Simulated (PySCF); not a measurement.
**Fractional electron number in Fe²⁺ (iron, charge +2)**

The 3d beta orbital of [Ar] 3d6 is emptied in steps (occupation f), with all orbitals relaxed, ending at [Ar] 3d5. Computed with PySCF 2.14 in aug-cc-pVTZ-DK (8s7p5d3f2g, 93 functions), with scalar relativity by spin-free X2C-1e. The exact energy is a straight line in f; departures are measured from the line between the end points of the same method.

```tsv
f	LDA (eV)	PBE (eV)
1	0.000	0.000
0.9	-0.721	-0.704
0.7	-1.700	-1.656
0.5	-2.043	-1.987
0.3	-1.731	-1.680
0.1	-0.748	-0.724
0	0.000	0.000
```

Problem. For LDA, how does the orbital energy at f = 1 compare with the removal energy?

Solution. −ε = 23.709 eV against a total-energy difference of 31.679 eV. By Janak's theorem ε = ∂E/∂f, so the gap between them reflects the curvature. Along the path −ε is 25.232 (f = 0.9), 28.359 (f = 0.7), 31.584 (f = 0.5), 34.901 (f = 0.3), 38.300 (f = 0.1) eV.

| method | E(f=0) − E(f=1) (eV) | −ε at f=1 (eV) | −ε at f=0.5 (eV) |
| --- | --- | --- | --- |
| LDA | 31.679 | 23.709 | 31.584 |
| PBE | 31.479 | 23.696 | 31.406 |

Reference removal energy between the ground levels: 30.651 ± 0.012 eV (measured; NIST Atomic Spectra Database, ionization energies). The calculation has no spin-orbit coupling. The determinant left behind need not be the lowest term of the ion.
